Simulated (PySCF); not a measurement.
Species: benzo[c]thiophene, C₈H₆S.
SMILES with atom numbers: `[cH:1]1[cH:2][cH:3][c:4]2[cH:5][s:6][cH:7][c:8]2[cH:9]1`

Definitions: NICS(0) = −σiso at the ring centroid; NICS(1) = −σiso and NICS(1)zz = −σzz at ±1 Å along the ring normal z. Level: GIAO PBE/pcSseg-1 (PySCF, non-relativistic, gas phase) on the PBE0-D3(BJ)/def2-SVP geometry, one conformer.

Ring bond lengths (Å): C1–C2 1.430, C2–C3 1.368, C3–C4 1.427, C4–C8 1.448, C8–C9 1.427, C9–C1 1.368; C4–C5 1.389, C5–S6 1.701, S6–C7 1.701, C7–C8 1.389, C8–C4 1.448.

Give the NICS values of each ring in ppm.

```csv
ring,type,NICS(0),"NICS(1), two faces","NICS(1)zz, two faces",rms pucker (Å),"centre to ring atoms, mean (Å)"
C1–C2–C3–C4–C8–C9,6-membered carbocycle; formal bonds all aromatic,-5.8,-8.9 / -8.9,-21.0 / -21.0,0.00,1.41
C4–C5–S6–C7–C8,5-membered ring with S; formal bonds all aromatic,-14.9,-14.1 / -14.1,-34.9 / -34.9,0.00,1.29
```

What can be read from them?

- C1–C2–C3–C4–C8–C9: mean NICS(1)zz -21.0 ppm, shielded. The ring is flat and has no four-coordinate atom; by the NICS criterion it is aromatic, though in fused rings the probe also feels the neighbouring ring.
- C4–C5–S6–C7–C8: mean NICS(1)zz -34.9 ppm, shielded. The ring is flat and has no four-coordinate atom; by the NICS criterion it is aromatic, though in fused rings the probe also feels the neighbouring ring.

What does the geometric index give? HOMA takes Krygowski's 1993 parameters.

- C1–C2–C3–C4–C8–C9: HOMA 0.60 = 1 − EN − GEO, with mean bond length 1.411 Å, EN = α(Ropt − mean)² = 0.142 and GEO = α × variance = 0.257.
- C4–C5–S6–C7–C8: HOMA 0.79; the largest term is that of C8–C4, α(R − Ropt)² = 0.94. The geometric and the magnetic index point the same way.

What field does 9.4 T along the ring normal induce along that normal at the second NICS(1) probe listed for ring C4–C5–S6–C7–C8, 1 Å off the ring?

NICSzz × B0 = -34.9 ppm × 9.4 T = -328 μT, against the applied field.

What are the shieldings of the ring atoms and their hydrogens in the same run (means over atoms taken as equivalent)?

```tsv
atoms	environment	σ isotropic (ppm)	principal values of the symmetric part, first atom (ppm)
C1 (×2)	aromatic CH carbon	53.3	-51.5, 46.5, 165.0
C3 (×2)	aromatic CH carbon	55.5	-39.8, 47.3, 159.0
C4 (×2)	ring-fusion aromatic carbon	39.9	-37.7, 5.3, 152.0
C5 (×2)	aromatic CH next to a ring sulfur	60.5	-11.5, 59.5, 133.5
S6	thiophene-type sulfur	229.9	92.2, 194.0, 403.5
H on C1 (×2)	aromatic hydrogen	24.12	20.4, 24.9, 27.1
H on C3 (×2)	aromatic hydrogen	23.57	18.8, 24.1, 27.8
H on C5 (×2)	aromatic hydrogen	23.88	19.3, 25.1, 27.2
```

How do the values depend on the level or the medium?

```csv
level,"NICS(0), C1–C2–C3–C4–C8–C9","mean NICS(1)zz, C1–C2–C3–C4–C8–C9","NICS(0), C4–C5–S6–C7–C8","mean NICS(1)zz, C4–C5–S6–C7–C8"
"PBE/pcSseg-1, gas",-5.8,-21.0,-14.9,-34.9
"PBE0/pcSseg-1, gas",-5.9,-21.1,-15.3,-35.4
"PBE0/pcSseg-1, IEF-PCM chloroform",-5.7,-21.0,-15.2,-35.5
```

The geometry is the same throughout; the continuum's cavity takes Bondi-type radii × 1.2.
